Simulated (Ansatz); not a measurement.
System: sum formula H$_{3}$SiO$_{4}$ (charge 0, doublet). It need not be the lowest isomer of its formula. 
Geometry from a B3LYP-D3(BJ)/def2-TZVP (Ansatz, a first-principles code) optimisation:
SMILES: [O][Si](O)(O)O
```xyz
8

Si    -0.0018     0.0143    -0.0279
O      0.9145    -0.1529    -1.3971
O     -1.5663    -0.1017    -0.4568
O      0.5755    -1.1955     0.9111
O      0.1575     1.4180     0.7826
H     -2.1885     0.5029    -0.0436
H      0.5494    -2.0921     0.5645
H      1.0146     1.6462     1.1508
```
Charge 0, spin multiplicity 2.

Basis-set convergence of Hartree-Fock and MP2 correlation energies (hartree) with Ansatz. Correlated levels leave the core frozen unless marked. UHF or UKS for open shells. Spin-orbit coupling is left out. Non-relativistic.

```json
[
 {"basis": "cc-pV(D+d)Z", "functions": "94", "E(HF)": "-590.30257", "E(corr, MP2)": "-0.78677"},
 {"basis": "cc-pV(T+d)Z", "functions": "201", "E(HF)": "-590.44590", "E(corr, MP2)": "-1.01719"},
 {"basis": "cc-pV(Q+d)Z", "functions": "374", "E(HF)": "-590.47624", "E(corr, MP2)": "-1.10247"}
]
```

Extrapolating the two largest sets (X = 3 and 4) as X^-3: E(corr) = (64·(-1.10247) - 27·(-1.01719))/37 = -1.1647 Eh, an estimate of the basis-set limit. The largest set recovers 94.7 % of it, the smallest 67.6 %.
